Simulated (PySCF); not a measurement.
C2H4F2OSi. Atoms are numbered in the order given.

```xyz
10

O      1.8073     0.3808    -1.6707
C      1.7870     0.0810    -0.4954
Si     0.1131    -0.4907     0.2635
F      0.2412    -0.4748     1.8894
C     -1.1881     0.7412    -0.3338
F     -2.4683     0.2516    -0.1186
H      2.7262     0.1393     0.1235
H     -0.2082    -1.8726    -0.1706
H     -1.0320     0.9171    -1.4144
H     -1.0769     1.7150     0.1776
```

Coordinates come from a B3LYP-D3(BJ)/def2-SVP optimisation. The structure was generated by enumeration; whether it is a known compound was not checked. The values are those of a single conformer.

The numbers are results of TDA-PBE0/def2-SVPD (PySCF), not measurements.

Vertical excitations. Isolated molecule, no solvent.

Question: Estimate the UV-visible absorptions. (The exact figures need the calculation; the answer reports its results.)

Answer: 
```tsv
state	energy (eV)	λ (nm)	f	main pairs
S1	3.17	391	0.002	HOMO→LUMO 98 %
S2	5.93	209	0.037	HOMO−1→LUMO 97 %
S3	6.24	199	0.005	HOMO→LUMO+1 95 %
S4	6.81	182	0.062	HOMO→LUMO+2 89 %
S5	7.07	175	0.001	HOMO−2→LUMO 99 %
S6	7.22	172	0.005	HOMO→LUMO+3 88 %
S7	7.46	166	0.021	HOMO−3→LUMO 82 %
S8	7.79	159	0.000	HOMO−1→LUMO+1 92 %
S9	7.91	157	0.114	HOMO→LUMO+4 70 %, HOMO→LUMO+5 26 %
S10	8.07	154	0.009	HOMO→LUMO+5 56 %, HOMO→LUMO+4 25 %
T1	2.38	520	0	HOMO→LUMO 98 %
T2	5.30	234	0	HOMO−1→LUMO 55 %, HOMO−4→LUMO 36 %
T3	5.84	212	0	HOMO−1→LUMO 35 %, HOMO−4→LUMO 33 %, HOMO→LUMO+1 15 %, HOMO−3→LUMO 8 %
T4	5.93	209	0	HOMO→LUMO+1 78 %
```
Triplets are in the Tamm–Dancoff approximation.
